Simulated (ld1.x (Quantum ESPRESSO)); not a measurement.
**Transferability test, TM potential for Ru (Z = 44)**

* Element: Ru (Z = 44)
* Generator: ld1.x (Quantum ESPRESSO) 7.5
* Type: norm-conserving Troullier–Martins (Kleinman–Bylander form)
* Functional: PW91
* Relativity: scalar-relativistic
* Frozen core: [Ar] 3d10
* Valence charge: 16
* Reference configuration: 4s2 4p6 4d6.5 5s0 5p0 (charge +1.5)
* Partial waves: 4s (bound): rc 1.70 bohr; 4p (bound): rc 1.85 bohr; 4d (bound): rc 1.40 bohr
* Local potential: all-electron potential smoothed inside 1.65 bohr (lloc = -1)
* Core correction: Bessel-smoothed model core inside 1.10 bohr

Energies are relative to the spin-unpolarised reference configuration 4s2 4p6 4d6.5 5s0 5p0; without spin polarisation the order of configurations can differ from experiment.

**Question.** Give the all-electron excitation energy and the error of the potential for: 4s2 4p6 4d7 5s1 5p0; 4s2 4p6 4d7 5s0 5p0; 4s2 4p6 4d6 5s0 5p0; 4s2 4p6 4d5 5s0 5p0; 4s2 4p6 4d7 5s0.5 5p0; 4s2 4p6 4d6 5s2 5p0; 4s2 4p5 4d7 5s1 5p0.

**Answer.**

```tsv
valence configuration	charge	ΔE all-electron (eV)	error AE − PS (meV)
4s2 4p6 4d7 5s1 5p0	0	-15.030	+20
4s2 4p6 4d7 5s0 5p0	+1	-7.677	-1.0
4s2 4p6 4d6 5s0 5p0	+2	10.579	-2.2
4s2 4p6 4d5 5s0 5p0	+3	41.274	-28
4s2 4p6 4d7 5s0.5 5p0	+0.5	-12.138	+12
4s2 4p6 4d6 5s2 5p0	0	-13.336	+53
4s2 4p5 4d7 5s1 5p0	+1	37.426	-27
```

Levels in the configuration 4s2 4p6 4d7 5s0.5 5p0:

| level | all-electron (eV) | pseudo (eV) |
| --- | --- | --- |
| 4s | -79.976 | -79.935 |
| 4p | -50.032 | -50.005 |
| 4d | -8.780 | -8.770 |
| 5s | -7.316 | -7.335 |

ld1.x printed “convergence not achieved” for 1 of the counted tests; its residual had stalled under 1e-8, short of the target of 1e-14.

Note: ghost state, extra bound levels that the all-electron valence spectrum of the same l lacks: p at -2533.9 eV. A true bound ghost makes a file unfit for plane-wave use.
